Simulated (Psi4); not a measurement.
propyl chloride (C$_{3}$H$_{7}$Cl), singlet, at a GFN2-xTB geometry; PBE0/def2-SVP (Psi4 1.11).

The Psi4 input:
```
memory 2 GB

molecule {
0 1
C     0.89556841   -0.62693231    0.00894819
C     2.36249557   -0.21115776    0.02829502
C    -0.00837571    0.59425323    0.00182904
H     0.67244806   -1.23599530    0.88678452
H     0.69409767   -1.23025825   -0.87803793
H     3.00106085   -1.09029661    0.03327060
Cl   -1.72614612    0.10884623   -0.02082132
H     2.60373276    0.38459165   -0.84900501
H     2.58209192    0.37885692    0.91510288
H     0.13553048    1.19997169    0.89678449
H     0.15739271    1.20576508   -0.88537060
}

set {
  basis def2-svp
  e_convergence 1e-4
}

energy('pbe0')
print_variables()
```

Task: What does Psi4 print? Leave out banner, timings and long lists.

Result: 
```
   => Loading Basis Set <=

    Name: DEF2-SVP
    Role: ORBITAL
    Keyword: BASIS

         ---------------------------------------------------------
                                   SCF
               by Justin Turney, Rob Parrish, Andy Simmonett
                          and Daniel G. A. Smith
                              RKS Reference
         ---------------------------------------------------------

  ==> Geometry <==

    Molecular point group: c1
    Full point group: C1

    Geometry (in Angstrom), charge = 0, multiplicity = 1:

       Center              X                  Y                   Z               Mass
    ------------   -----------------  -----------------  -----------------  -----------------
         C            1.042212291524    -0.633209764058     0.010726707708    12.000000000000
         C            2.509139451524    -0.217435214058     0.030073537708    12.000000000000
         C            0.138268171524     0.587975775942     0.003607557708    12.000000000000
         H            0.819091941524    -1.242272754058     0.888563037708     1.007825032230
         H            0.840741551524    -1.236535704058    -0.876259412292     1.007825032230
         H            3.147704731524    -1.096574064058     0.035049117708     1.007825032230
         CL          -1.579502238476     0.102568775942    -0.019042802292    34.968852682000
         H            2.750376641524     0.378314195942    -0.847226492292     1.007825032230
         H            2.728735801524     0.372579465942     0.916881397708     1.007825032230
         H            0.282174361524     1.193694235942     0.898563007708     1.007825032230
         H            0.304036591524     1.199487625942    -0.883592082292     1.007825032230

  Running in c1 symmetry.

  Rotational constants: A =      0.86210  B =      0.08025  C =      0.07658 [cm^-1]
  Rotational constants: A =  25845.10739  B =   2405.92937  C =   2295.80065 [MHz]
  Nuclear repulsion =  159.313401563457944

  Charge       = 0
  Multiplicity = 1
  Electrons    = 42
  Nalpha       = 21
  Nbeta        = 21

  ==> Algorithm <==

  SCF Algorithm Type is DF.
  DIIS enabled.
  MOM disabled.
  Fractional occupation disabled.
  Guess Type is SAD.
  Energy threshold   = 1.00e-04
  Density threshold  = 1.00e-06
  Integral threshold = 1.00e-12

  ==> Primary Basis <==

  Basis Set: DEF2-SVP
    Blend: DEF2-SVP
    Number of shells: 47
    Number of basis functions: 95
    Number of Cartesian functions: 99
    Spherical Harmonics?: true
    Max angular momentum: 2

  ==> DFT Potential <==

   => LibXC <=

    Version 7.1.2
    S. Lehtola, C. Steigemann, M. J. T. Oliveira, and M. A. L. Marques,  SoftwareX 7, 1–5 (2018) (10.1016/j.softx.2017.11.002)

   => Composite Functional: PBE0 <=

    PBE0 Hyb-GGA Exchange-Correlation Functional

    C. Adamo and V. Barone,  J. Chem. Phys. 110, 6158 (1999) (10.1063/1.478522)
    M. Ernzerhof and G. E. Scuseria,  J. Chem. Phys. 110, 5029 (1999) (10.1063/1.478401)

    Deriv               =              1
    GGA                 =           TRUE
    Meta                =          FALSE

    Exchange Hybrid     =           TRUE
    MP2 Hybrid          =          FALSE

   => Exchange Functionals <=

    0.7500   Perdew, Burke & Ernzerhof

   => Exact (HF) Exchange <=

    0.2500               HF

   => Correlation Functionals <=

    1.0000   Perdew, Burke & Ernzerhof

   => LibXC Density Thresholds  <==

    XC_HYB_GGA_XC_PBEH:  1.00E-15

   => Molecular Quadrature <=

    Radial Scheme          =       TREUTLER
    Pruning Scheme         =           NONE
    Nuclear Scheme         =       TREUTLER

    Blocking Scheme        =         OCTREE
    BS radius alpha        =              1
    Pruning alpha          =              1
    Radial Points          =             75
    Spherical Points       =            302
    Total Points           =         233813
    Total Blocks           =           1792
    Max Points             =            256
    Max Functions          =             93
    Weights Tolerance      =       1.00E-15

   => Loading Basis Set <=

    Name: (DEF2-SVP AUX)
    Role: JKFIT
    Keyword: DF_BASIS_SCF

  ==> Integral Setup <==

  SCF_SUBTYPE=INCORE selected. In-core MEM_DF algorithm will be used.
  Using in-core AOs.

  ==> MemDFJK: Density-Fitted J/K Matrices <==

    J tasked:                   Yes
    K tasked:                   Yes
    wK tasked:                   No
    Algorithm:                 Core
    Schwarz Cutoff:           1E-12
    Mask sparsity (%):       2.6593
    Fitting Condition:        1E-10

   => Auxiliary Basis Set <=

  Basis Set: (DEF2-SVP AUX)
    Blend: DEF2-UNIVERSAL-JKFIT
    Number of shells: 155
    Number of basis functions: 479
    Number of Cartesian functions: 562
    Spherical Harmonics?: true
    Max angular momentum: 4

  Minimum eigenvalue in the overlap matrix is 2.4207164955E-03.
  Reciprocal condition number of the overlap matrix is 3.8419376809E-04.
    Using symmetric orthogonalization.

  ==> Pre-Iterations <==

  SCF Guess: Superposition of Atomic Densities via on-the-fly atomic UHF (no occupation information).

   -------------------------
    Irrep   Nso     Nmo
   -------------------------
     A         95      95
   -------------------------
    Total      95      95
   -------------------------

  ==> Iterations <==

                           Total Energy        Delta E     RMS |[F,P]|

   @DF-RKS iter SAD:  -577.81507850589105   -5.77815e+02   0.00000e+00
   @DF-RKS iter   1:  -577.93247213470943   -1.17394e-01   7.44090e-03 DIIS/ADIIS
   @DF-RKS iter   2:  -577.83184646809514    1.00626e-01   8.61368e-03 DIIS/ADIIS
   @DF-RKS iter   3:  -578.20496364026326   -3.73117e-01   6.82608e-04 DIIS/ADIIS
   @DF-RKS iter   4:  -578.20674247567308   -1.77884e-03   3.00151e-04 DIIS/ADIIS
   @DF-RKS iter   5:  -578.20713750684638   -3.95031e-04   8.05186e-05 DIIS
   @DF-RKS iter   6:  -578.20716641457125   -2.89077e-05   1.18495e-05 DIIS
   @DF-RKS iter   7:  -578.20716701263393   -5.98063e-07   2.70252e-06 DIIS
   @DF-RKS iter   8:  -578.20716704197457   -2.93406e-08   9.37768e-07 DIIS
  Energy and wave function converged.

  ==> Post-Iterations <==

   Electrons on quadrature grid:
      Ntotal   =   41.9999414128 ; deviation = -5.859e-05

    Orbital Energies [Eh]
    ---------------------

    Doubly Occupied:

       1A   -101.655641     2A    -10.285085     3A    -10.240471
       4A    -10.231797     5A     -9.507842     6A     -7.249180
       7A     -7.239286     8A     -7.239134     9A     -0.876158
      10A     -0.793286    11A     -0.683041    12A     -0.611053
      13A     -0.502915    14A     -0.459427    15A     -0.441311
      16A     -0.428134    17A     -0.378687    18A     -0.371209
      19A     -0.359301    20A     -0.297129    21A     -0.296673

    Virtual:

      22A      0.046815    23A      0.085719    24A      0.104806
      25A      0.109355    26A      0.123462    27A      0.156381
      28A      0.160863    29A      0.166312    30A      0.213384
      31A      0.233780    32A      0.415036    33A      0.425739
      34A      0.432366    35A      0.436523    36A      0.455642
      37A      0.544335    38A      0.578715    39A      0.624595
      40A      0.626990    41A      0.642893    42A      0.680652
      43A      0.681608    44A      0.690602    45A      0.696200
      46A      0.698491    47A      0.709221    48A      0.711983
      49A      0.777143    50A      0.813900    51A      0.823054
      52A      0.831614    53A      0.844337    54A      0.869117
      55A      0.999771    56A      1.003788    57A      1.024578
      58A      1.026249    59A      1.181640    60A      1.238612
      61A      1.352074    62A      1.353834    63A      1.366143
      64A      1.424034    65A      1.541584    66A      1.675264
      67A      1.730612    68A      1.739830    69A      1.776680
      70A      1.785765    71A      1.799316    72A      1.836339
      73A      1.846875    74A      1.867102    75A      1.885881
      76A      1.933283    77A      1.965611    78A      2.033657
      79A      2.092480    80A      2.154583    81A      2.241602
      82A      2.334053    83A      2.402413    84A      2.408171
      85A      2.443714    86A      2.560112    87A      2.590890
      88A      2.622638    89A      2.778973    90A      2.844433
      91A      2.892340    92A      2.941870    93A      3.031665
      94A      3.038330    95A      3.081778

    Final Occupation by Irrep:
              A
    DOCC [    21 ]
    NA   [    21 ]
    NB   [    21 ]

  @DF-RKS Final Energy:  -578.20716704197457

   => Energetics <=

    Nuclear Repulsion Energy =            159.3134015634579441
    One-Electron Energy =               -1109.5842198203661155
    Two-Electron Energy =                 407.5203097453565988
    DFT Exchange-Correlation Energy =     -35.4566585304230131
    Empirical Dispersion Energy =           0.0000000000000000
    VV10 Nonlocal Energy =                  0.0000000000000000
    Total Energy =                       -578.2071670419745715

Computation Completed

Properties will be evaluated at   0.000000,   0.000000,   0.000000 [a0]

Properties computed using the SCF density matrix

 Multipole Moments:

 ------------------------------------------------------------------------------------
     Multipole            Electronic (a.u.)      Nuclear  (a.u.)        Total (a.u.)
 ------------------------------------------------------------------------------------

 L = 1.  Multiply by 2.5417464519 to convert [e a0] to [Debye]
 Dipole X            :        -10.8481054           11.6389046            0.7907991
 Dipole Y            :          0.6263732           -0.4982320            0.1281412
 Dipole Z            :         -0.1310408            0.1411583            0.0101175
 Magnitude           :                                                    0.8011778

 ------------------------------------------------------------------------------------

  Variable Map:
  ----------------------------------------------------------------------------
  "CURRENT ENERGY"              =>    -578.207167041975
  "CURRENT REFERENCE ENERGY"    =>    -578.207167041975
  "DD SOLVATION ENERGY"         =>       0.000000000000
  "DFT FUNCTIONAL TOTAL ENERGY" =>    -578.207167041975
  "DFT TOTAL ENERGY"            =>    -578.207167041975
  "DFT VV10 ENERGY"             =>       0.000000000000
  "DFT XC ENERGY"               =>     -35.456658530423
  "GRID ELECTRONS ALPHA"        =>      20.999970706411
  "GRID ELECTRONS BETA"         =>      20.999970706411
  "GRID ELECTRONS TOTAL"        =>      41.999941412823
  "NUCLEAR REPULSION ENERGY"    =>     159.313401563458
  "ONE-ELECTRON ENERGY"         =>   -1109.584219820366
  "PCM POLARIZATION ENERGY"     =>       0.000000000000
  "PE ENERGY"                   =>       0.000000000000
  "SCF ITERATION ENERGY"        =>    -578.207167041975
  "SCF ITERATIONS"              =>       8.000000000000
  "SCF TOTAL ENERGY"            =>    -578.207167041975
  "TWO-ELECTRON ENERGY"         =>     407.520309745357
  "XC GRID RADIAL POINTS"       =>      75.000000000000
  "XC GRID SPHERICAL POINTS"    =>     302.000000000000
  "XC GRID TOTAL POINTS"        =>  233813.000000000000

  Array Variable Map:
  ----------------------------------------------------------------------------
  "CURRENT DIPOLE"              =>       0.790799133154 ... 0.010117530732 1 by 3
  "SCF DIPOLE"                  =>       0.790799133154 ... 0.010117530732 1 by 3
  "SCF TOTAL ENERGIES"          =>    -577.815078505891 ... -578.207167041975 1 by 9
```
